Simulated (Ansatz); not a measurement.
Consider the silylene formation by 1,1-elimination: `[SiH3][SiH](Cl)Br` → `Cl[Si]Br` + SiH₄.

Calculated with Ansatz (gas phase, PBE0-D4/def2-TZVP geometries, no zero-point term in ΔE). CCSD(T)/CBS adds triple-zeta CCSD(T) − MP2 to the extrapolated MP2 energy (def2 sets, frozen cores). This one scheme is used for every species. DFT in def2-TZVPP. For Br outer-core shells are correlated without core-valence functions, which leaves a few kJ/mol of doubt a bond. Scalar relativity is left out up to krypton.

CCSD(T)/CBS gives +145.3 kJ/mol.

Question: Another level gave +140.1 kJ/mol. Which?
A. CAM-B3LYP-D4/def2-TZVPP
B. r2SCANh-D4/def2-TZVPP
C. HF/def2-TZVPP
D. revPBE/def2-TZVPP

Answer: A. CAM-B3LYP-D4 140.1, HF/def2-TZVPP 130.3, revPBE 117.2, r2SCANh-D4 157.7 kJ/mol.

Question: What do rigid-rotor, harmonic-oscillator terms from PBE0-D4/def2-TZVP frequencies (298.15 K, 1 bar) make of the CCSD(T)/CBS value? (An estimate is asked.)

Answer: Ansatz gave: ΔZPE = -8.3 kJ/mol, ΔH = +139.2 kJ/mol, ΔS = 137 J/(mol·K), ΔG = +98.4 kJ/mol.

Largest T1 diagnostic among the species: 0.011.

From r2SCAN to r2SCAN0 (25 % exact exchange), in def2-TZVPP and without D4, ΔE moves by +6.2 kJ/mol. At CCSD(T), def2-SVP lies −21.0 kJ/mol from the extrapolated value and def2-TZVPP −6.9 kJ/mol.

CCSD(T)/CBS has its own doubt, a few kJ/mol and more with outer-core shells, so smaller differences from it don't rank the levels.
